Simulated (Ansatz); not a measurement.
`C[Se][SiH2]F` → C• + F• + 5 H• + Se• + Si•  (atomization)

Calculated with Ansatz (gas phase, PBE0-D4/def2-TZVP geometries, no zero-point term in ΔE). CBS: MP2 limit from def2 TZ/QZ plus the TZ coupled-cluster correction, frozen cores. This one scheme is used for every species, atoms too. For atomizations the MP2-based limit and the directly extrapolated one differ by several kJ/mol either way, and by 10 to 25 for some Ge, Se and Sn compounds, so smaller differences from it don't rank the levels. DFT in def2-TZVPP. No spin–orbit coupling; open shells (•) take unrestricted orbitals. Spin–orbit coupling would lower the free atoms: a little for C, F, Si; clearly for Se. Bonds to Se are less sure, by a few kJ/mol each and by 10 to 20 or more in all where they break to atoms, as the def2 sets lack core-valence functions. Scalar relativity is left out up to krypton. One conformer a species, not always the lowest.

`C[Se][SiH2]F`:

Cartesian coordinates in Å:
```
C -0.487 1.478 0.255
Se 0.736 0.699 -1.066
Si 0.479 -1.397 -0.266
F 1.401 -2.367 -1.138
H -1.487 1.066 0.140
H -0.114 1.314 1.264
H -0.511 2.546 0.048
H 0.910 -1.485 1.151
H -0.928 -1.853 -0.389
```

```json
{"level": "PBE-D4", "ΔE (kcal/mol)": "743.2"}
{"level": "revPBE-D4", "ΔE (kcal/mol)": "727.2"}
{"level": "ωB97M-V", "ΔE (kcal/mol)": "737.3"}
{"level": "r2SCAN0", "ΔE (kcal/mol)": "728.1"}
```

Q: What does CCSD(T)/CBS give? (Best estimate.)

A: Ansatz gave: +742.1 kcal/mol. The listed levels differ from it by 1.1, -14.9, -4.8, -14.0 kcal/mol.

Largest T1 diagnostic among the species: 0.012.

From BLYP to BHLYP (50 % exact exchange), in def2-TZVPP and without D4, ΔE moves by −9.7 kcal/mol: exact exchange takes away binding that semilocal exchange gives to molecules. In def2-TZVPP, CCSD(T) changes the Hartree–Fock value by +173.2 kcal/mol (the triples alone add +9.6 kcal/mol) and MP2 by +182.4 kcal/mol; breaking electron pairs costs correlation energy, which Hartree–Fock lacks. Leaving LDA and LC-ωPBE aside and taking each functional with its dispersion term where it has one, the values, not all of them listed here, spread over 24.1 kcal/mol, from BHLYP-D4 to PBE-D4. LDA lies +95.1 kcal/mol from PBE without D4, its usual overbinding.
